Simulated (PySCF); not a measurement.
Species: C₅H₁₄GaN.
SMILES: `CC/C=[C](\C)[GaH2-][NH3+]`

Computed, not measured: TDDFT CAM-B3LYP/def2-SVPD, vertical, gas phase, core orbitals frozen in the response (PySCF). Isolated species at its PBE0-D3(BJ)/def2-SVP geometry (one conformer only). Relativistic effects, spin–orbit coupling among them, are left out although an element past zinc is present. Torsions of this conformer, `[CH3:1][CH2:2]/[CH:3]=[C:4](\[CH3:5])[GaH2-:6][NH3+:7]`: C1–C2–C3–C4 -174°, C3–C4–Ga6–N7 100°.

Orbital energies (eV): HOMO-3 -10.53, HOMO-2 -8.79, HOMO-1 -8.23, HOMO -7.75, LUMO 0.30, LUMO+1 1.30, LUMO+2 1.70.

Computed singlets:

```csv
state,E (eV),f
S1,5.65,0.042
S2,5.77,0.062
S3,6.28,0.080
S4,6.31,0.101
S5,6.34,0.017
S6,6.81,0.109
S7,7.06,0.011
S8,7.13,0.062
S9,7.23,0.066
S10,7.29,0.0050
```

Task: Assign a leading configuration to S2, S5 and S6 and set E beside the orbital difference Δε.

Result: 

```tsv
state	leading configuration	weight	Δε (eV)	E (eV)	E − Δε (eV)	f	other configurations
S2	HOMO→LUMO	0.71	8.06	5.77	-2.29	0.062	H-1→L (16%)
S5	HOMO-2→LUMO	0.81	9.09	6.34	-2.75	0.017	–
S6	HOMO→LUMO+2	0.69	9.46	6.81	-2.64	0.109	–
```

E − Δε runs from -2.75 to -2.29 eV. Among themselves, these states come in the order of their orbital differences.

H and L stand for HOMO and LUMO. The other states: S1 5.65 eV, f 0.042, H-1→L (39%), H-1→L+1 (22%), H→L (20%); S3 6.28 eV, f 0.080, H→L+1 (47%), H-1→L (23%), H-1→L+1 (13%); S4 6.31 eV, f 0.101, H→L+1 (36%), H-1→L+1 (21%), H-1→L (18%); S7 7.06 eV, f 0.011, H-1→L+1 (33%), H-1→L+2 (24%), H-1→L+6 (16%); S8 7.13 eV, f 0.062, H→L+5 (62%), H→L+3 (13%); S9 7.23 eV, f 0.066, H-2→L+1 (58%), H→L+4 (18%); S10 7.29 eV, f 0.0050, H→L+4 (56%), H-2→L+1 (17%).

Triplets (Tamm–Dancoff): T1 3.94 eV, H→L+1 (35%), H→L+2 (23%), H→L (11%); T2 5.23 eV, H-1→L+1 (37%), H-1→L (28%), H-1→L+2 (18%); T3 5.73 eV, H→L (75%), H→L+1 (12%); T4 6.09 eV, H-2→L (74%), H-2→L+1 (12%).

Summed over the main configurations (up to three a state, each over 8%) of all 10 singlets, the electron leaves HOMO with weight 3.91, HOMO-1 with weight 2.23 and HOMO-2 with weight 1.56.

The vertical ionisation energy (ΔSCF) is 8.34 eV, 1.05 eV above S10.
